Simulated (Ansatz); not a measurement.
Ansatz results at the PBE0-D4/def2-TZVP geometry: LUMO energy (PBE/def2-TZVPP) -3.06 eV; size of the dipole moment (B3LYP/def2-TZVPP) 1.26 D; HOMO energy (B3LYP/def2-TZVPP) -8.30 eV.

Question: Which molecule gave them?
A. `C[N](C)[Zr]([F])([F])[F]`
B. `[F][Zr]([F])([F])[I]`
C. `[CH3][Zr]([Cl])([Cl])[Cl]`
D. `C[O][Zr]([CH3])([Cl])[Cl]`

Answer: C. The others give `C[N](C)[Zr]([F])([F])[F]`: -1.78, 2.88, -6.88; `[F][Zr]([F])([F])[I]`: -2.76, 0.17, -8.11; `C[O][Zr]([CH3])([Cl])[Cl]`: -2.32, 3.18, -7.74.

B3LYP here is the variant with VWN-RPA as its local correlation; programs differ in this.
